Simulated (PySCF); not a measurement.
**Assignment exercise: C₅H₆FNO**

Mapped SMILES: `[O:1]=[CH:2][NH:3][C@@H:4]1[CH:5]=[CH:6][C@H:7]1[F:8]`; H(Xn) means a hydrogen on atom n.

Theory: B3LYP/pcJ-1 coupling constants (spin–dipole term only in couplings to heteroatoms), PBE0/pcSseg-1 with gauge-including orbitals, coordinates at the GFN2-xTB level, in PySCF 2.14 (non-relativistic, one conformer, in vacuum).

δ = σ(ref) − σ, references computed at the same level: ¹³C (σ = 186.93 ppm), ¹H (σ = 31.72 ppm) against TMS.

Q: Assign these signals to the numbered atoms. ¹³C{¹H} NMR (computed): δ 159.3, 149.9 (d, J = 19.2 Hz), 148.4 (d, J = 17.6 Hz), 97.9 (d, J = 285.5 Hz), 55.8 (d, J = 21.1 Hz).

A: 
| δ (ppm) | atoms | environment | reason |
| --- | --- | --- | --- |
| 159.3 | C2 | amide carbonyl carbon | lone-pair donation from the attached heteroatom keeps it upfield of a ketone carbonyl |
| 149.9 | C5 | alkene CH | as expected for a trigonal carbon in a double bond |
| 148.4 | C6 | alkene CH | – |
| 97.9 | C7 | allylic sp3 CH bonded to F | pulled downfield by the heteroatom |
| 55.8 | C4 | allylic sp3 CH bonded to N | the inductive effect lowers its shielding |

C5 and C6 lie closer than the usual error of such a calculation, so a measured spectrum could show them in the other order.

Q: Assign these signals to the numbered atoms. ¹H NMR (300 MHz, computed): δ 8.18 (t, J = 1.2 Hz, 1H), 6.59 (m, 1H), 6.55 (m, 1H), 5.72 (d of d of quint, J = 12.7, 5.2, 1.3 Hz, 1H), 5.12 (dt, J = 61.2, 1.0 Hz, 1H), 4.53 (br, 1H).

A: 
8.18 → H(C2), hydrogen on an amide carbonyl carbon
6.59 → H(C6), hydrogen on an alkene CH: attached to an sp2 carbon and in the plane of the double bond
6.55 → H(C5), hydrogen on an alkene CH
5.72 → H(C4), hydrogen on an allylic sp3 CH bonded to N: its carbon carries N, hence the downfield position
5.12 → H(C7), hydrogen on an allylic sp3 CH bonded to F: its carbon carries F, which withdraws density
4.53 → H(N3), hydrogen on an amide-type nitrogen: exchangeable, gas-phase position

H(C6) and H(C5) lie closer than the usual error of such a calculation, so a measured spectrum could show them in the other order.

Exchangeable OH/NH protons stand at their gas-phase positions; hydrogen bonding in a real sample shifts them, mostly to higher δ. Amide-type NH protons are broadened by 14N but still split neighbouring CH signals. C–F couplings over four or more bonds (about 3 Hz to the para carbon of a fluoroarene) are left out. Common functionals overestimate the size of one-bond C–F couplings by tens of Hz; these are unscaled. Splittings below 1 Hz are ignored in the labels, and close J values are merged. Unscaled 3J(H,H) at this level run about 10 % above measured values. Shifts are as computed. Against solution values, carbons near 30 ppm lie about +3 ppm off and those near 130 ppm about +5 ppm. Of 1211 compounds with measured shifts, 218 miss one by over three times the rms of a fit or turn the order of signals round; such compounds aren't used in these exercises. The C=O carbon of an acid or of an amide with N–H lies up to 10 ppm further downfield in solution, through hydrogen bonding that the calculation lacks. Vicinal couplings across rotatable single bonds and in flexible rings belong to the one computed conformer; a conformer average would change them.
